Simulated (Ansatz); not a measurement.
Ansatz (a first-principles code) input (CCSD(T)/STO-3G):

Ansatz 0.2 input:
```yaml
crystal:
  periodic: [false, false, false]
  atoms:
    - {symbol: Y, position_ang: [0.14006956, -0.12057223, 0.27420535]}
    - {symbol: O, position_ang: [1.30600430, -0.13776531, -1.18696084]}
    - {symbol: F, position_ang: [-1.76786083, 0.64493771, -0.13314690]}
basis:
  gaussian:
    orbitals: STO-3G
total_charge: -1
magnetization: {spin_polarized: true, initial_magnetization: 1}
correlation: {method: ccsd_t, electrons: outside_noble_gas}
```

End of the output:

```
mean field evaluation 768: about -94400.4614 eV, gradient 2.5e-1 eV
mean field evaluation 800: about -94401.1769 eV, gradient 3.5e0 eV
mean field evaluation 832: about -94402.6666 eV, gradient 2.1e0 eV
mean field evaluation 864: about -94403.0468 eV, gradient 1.2e0 eV
mean field evaluation 896: about -94402.6809 eV, gradient 4.7e-1 eV
mean field evaluation 928: about -94402.5664 eV, gradient 5.4e-1 eV
mean field evaluation 960: about -94401.9216 eV, gradient 1.7e-4 eV
mean field -94403.91363184 eV, -3469.2798366990 hartree, gradient 2.8e-6 eV, S^2 0.862450; 26 other end points of the search recorded, 0 dependent functions left out
determinant -94403.91363184 eV, -3469.2798366990 hartree, with singles and doubles -94408.17503518 eV, -3469.4364403834 hartree
determinant -94403.71368547 eV, -3469.2724888054 hartree, with singles and doubles -94406.77453487 eV, -3469.3849729462 hartree
determinant -94403.62273844 eV, -3469.2691465638 hartree, with singles and doubles -94407.08280051 eV, -3469.3963014996 hartree
determinant -94403.55576236 eV, -3469.2666852385 hartree, with singles and doubles -94406.74867746 eV, -3469.3840227042 hartree
determinant -94403.34201752 eV, -3469.2588302603 hartree, with singles and doubles -94405.68253029 eV, -3469.3448425182 hartree
determinant -94403.32447202 eV, -3469.2581854751 hartree, with singles and doubles -94405.85229918 eV, -3469.3510814099 hartree
determinant -94403.25030990 eV, -3469.2554600674 hartree, with singles and doubles -94407.09361440 eV, -3469.3966989027 hartree
determinant -94402.35530109 eV, -3469.2225691005 hartree, with singles and doubles -94406.23990861 eV, -3469.3653257936 hartree
determinant -94402.25087893 eV, -3469.2187316568 hartree, with singles and doubles -94404.56856293 eV, -3469.3039049729 hartree
determinant -94402.15775174 eV, -3469.2153092958 hartree, with singles and doubles -94406.29559581 eV, -3469.3673722607 hartree
determinant -94402.03083387 eV, -3469.2106451501 hartree, with singles and doubles -94405.53634716 eV, -3469.3394703874 hartree
determinant -94401.99884626 eV, -3469.2094696269 hartree, with singles and doubles -94406.22517248 eV, -3469.3647842510 hartree
determinant -94401.92155337 eV, -3469.2066291656 hartree, with singles and doubles -94404.23580572 eV, -3469.2916763708 hartree
determinant -94401.86162092 eV, -3469.2044266886 hartree, with singles and doubles -94404.23831436 eV, -3469.2917685616 hartree
determinant -94401.57140032 eV, -3469.1937612784 hartree, with singles and doubles -94405.51531045 eV, -3469.3386973025 hartree
determinant -94400.60453886 eV, -3469.1582297750 hartree, with singles and doubles -94403.50830939 eV, -3469.2649413738 hartree
determinant -94400.46888340 eV, -3469.1532445290 hartree, with singles and doubles -94404.01051065 eV, -3469.2833969298 hartree
20 core orbitals not correlated, not the lowest: weight in the atoms' cores, before any rotation towards them, 0.751 or more for the frozen orbitals, at most 0.220 for the correlated occupied ones
reference -94403.91363184 eV, -3469.2798366990 hartree; 9, 8 occupied and 8, 9 virtual orbitals, 461 factors
second order -4.13075137 eV of doubles, -0.00000000 eV of singles
coupled cluster: 0.06 GiB planned
cycle   1  -4.25685508 eV  change    4.5e-3 eV  update   7.1e-3
cycle   2  -4.26349685 eV  change   -6.6e-3 eV  update   5.8e-3
cycle   3  -4.26583772 eV  change   -2.3e-3 eV  update   4.7e-3
cycle   4  -4.27015571 eV  change   -4.3e-3 eV  update   1.7e-3
cycle   5  -4.27214839 eV  change   -2.0e-3 eV  update   1.2e-3
cycle   6  -4.27185854 eV  change    2.9e-4 eV  update   5.4e-4
cycle   7  -4.27148762 eV  change    3.7e-4 eV  update   3.9e-4
cycle   8  -4.27142078 eV  change    6.7e-5 eV  update   2.0e-4
cycle   9  -4.27124562 eV  change    1.8e-4 eV  update   1.2e-4
cycle  10  -4.27128582 eV  change   -4.0e-5 eV  update   6.8e-5
cycle  11  -4.27132678 eV  change   -4.1e-5 eV  update   3.7e-5
cycle  12  -4.27134906 eV  change   -2.2e-5 eV  update   2.0e-5
cycle  13  -4.27136106 eV  change   -1.2e-5 eV  update   9.0e-6
coupled cluster: 0.06 GiB planned
perturbative correction -0.51223638 eV, -0.0188243397 hartree
Total energy: -94408.69722927 eV, -3469.4556306625 hartree
```

The spin state was set by rule; other spins were not relaxed.

The determinant is spin-contaminated: <S^2> is 0.86 against 0.75 for a pure state.
